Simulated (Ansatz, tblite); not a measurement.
Isomers of Ag₇Sn⁻ (singlet), found by a short tight-binding search and relaxed with r2SCAN-D4/def2-SVPD in Ansatz.

In the def2 sets Ag, Sn take a core potential; there is no spin–orbit coupling. The xTB rows come from tblite. Correlated methods freeze 4 core orbitals; core or outer-core shells of Ag, Sn are correlated, in sets that lack core-valence functions.

A: At B2PLYP/def2-TZVPD the test of the restricted singlet for broken spin symmetry was undecided. B: At B2PLYP/def2-TZVPD the test of the restricted singlet for broken spin symmetry was undecided.

Other spin states weren't relaxed.

A:

| atom | x (Å) | y (Å) | z (Å) |
| --- | --- | --- | --- |
| Ag1 | 0.213 | 1.442 | 0.748 |
| Ag2 | -2.208 | 1.047 | -0.671 |
| Ag3 | -1.846 | 0.311 | 2.227 |
| Ag4 | -0.928 | -1.332 | 0.185 |
| Ag5 | 2.383 | -0.431 | -2.796 |
| Ag6 | 1.748 | -0.688 | -0.155 |
| Ag7 | -0.022 | 0.422 | -2.018 |
| Sn8 | 0.661 | -0.772 | 2.480 |

B:

Cartesian coordinates in Å:
```
Ag -0.4071 -0.5564 2.1748
Ag -1.6985 -1.3684 -2.1736
Ag -0.7925 0.4833 -0.3210
Ag 2.3587 -0.2933 1.6772
Ag 1.8269 1.1743 -0.6779
Ag 0.2402 0.3594 -2.8657
Ag -2.3110 -1.6823 0.4243
Sn 0.7834 1.8833 1.7619
```

**Question.** Estimate which lies lowest at each level, and how far above it the others are (eV).

**Answer.** 
| level | A | B |
| --- | --- | --- |
| GFN1-xTB | 0.18 | 0.00 |
| HF/def2-TZVPD | 0.05 | 0.00 |
| PBE-D4/def2-TZVPD | 0.00 | 0.17 |
| r2SCAN-D4/def2-TZVPD | 0.00 | 0.18 |
| PBE0-D4/def2-TZVPD | 0.00 | 0.17 |
| r2SCAN0-D4/def2-TZVPD | 0.00 | 0.18 |
| B2PLYP/def2-TZVPD | 0.00 | 0.15 |
| RPA@PBE/def2-TZVPD | 0.00 | 0.34 |
Point groups (tolerance 0.1 Å): A Cs, B not assigned. Lower isomers may exist.
